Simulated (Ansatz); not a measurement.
Molecule: dibromo(dimethoxy)silane, C$_{2}$H$_{6}$Br$_{2}$O$_{2}$Si (charge 0, singlet). 
Structure (B3LYP-D3(BJ)/def2-TZVP (Ansatz, a program for electronic structure) minimum search):
```
Si
O 1 1.6203
C 2 1.4272 1 125.25
H 3 1.0882 2 107.38 1 175.52
H 3 1.0915 4 109.37 2 -119.95
H 3 1.0922 4 109.33 5 -119.48
O 1 1.6203 2 113.64 3 -64.24
C 7 1.4272 1 125.25 2 -64.24
H 8 1.0882 7 107.38 1 175.52
H 8 1.0915 9 109.37 7 -119.95
H 8 1.0922 9 109.33 10 -119.48
Br 1 2.2141 2 110.72 3 54.08
Br 1 2.2141 2 105.35 3 174.38
```
Charge 0, spin multiplicity 1.

Dipole moments at this geometry, in debye (magnitudes).

```
level                 program  dipole (D)
--------------------  -------  ----------
r2SCANh/def2-TZVPD     Ansatz        2.74
CAM-B3LYP/def2-TZVPD   Ansatz        2.80
LC-wPBE/def2-TZVPD     Ansatz         [?]
wB97X-V/def2-TZVPD     Ansatz        2.79
CCSD(T)/def2-SVPD      Ansatz         [?]
```

**Question.** Complete the blanks.

**Answer.** 
- LC-wPBE/def2-TZVPD, dipole (D): 2.84
- CCSD(T)/def2-SVPD, dipole (D): 2.74
